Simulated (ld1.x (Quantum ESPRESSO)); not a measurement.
## Ranking TM potentials for Te

All share these settings but for the change named:

- Element: tellurium (Te)
- Generator: ld1.x (Quantum ESPRESSO) 7.5
- Type: norm-conserving Troullier–Martins (Kleinman–Bylander form)
- Functional: PBEsol
- Relativity: scalar-relativistic
- Frozen core: [Kr] 4d10
- Valence charge: 6
- Reference configuration: 5s2 5p4
- Partial waves: 5s (bound): rc 1.90 bohr; 5p (bound): rc 2.15 bohr
- Local potential: all-electron potential smoothed inside 1.95 bohr (lloc = -2)
- Core correction: none

Test errors are all-electron minus pseudo excitation energies from the reference, over 5s2 5p3; 5s2 5p2; 5s2 5p1; 5s2 5p3.5; 5s1 5p4; 5s2 5p0; 5s2 5p4.3. None of these files shows a bound ghost.

The base gives 58.9 meV.

Of 9 variants that were run, those that failed, showed a ghost or another fault, or gave nearly equal values are left out.

A variant can come out equal or close to the base, since the largest error may sit in a test that the change hardly touches while other tests move.

(1) Rank these variants by their largest absolute test error, smallest first.
A. wave 5p (bound): rc 2.15 bohr becomes 5p (bound): rc 2.98 bohr
B. wave 5p (bound): rc 2.15 bohr becomes 5p (bound): rc 2.30 bohr
C. wave 5p (bound): rc 2.15 bohr becomes 5p (bound): rc 2.50 bohr
D. wave 5p (bound): rc 2.15 bohr becomes 5p (bound): rc 1.88 bohr
E. wave 5p (bound): rc 2.15 bohr becomes 5p (bound): rc 1.64 bohr

Results:

(1) B (65.6 meV), D (76.7 meV), E (88.7 meV), C (101.0 meV), A (254.9 meV).
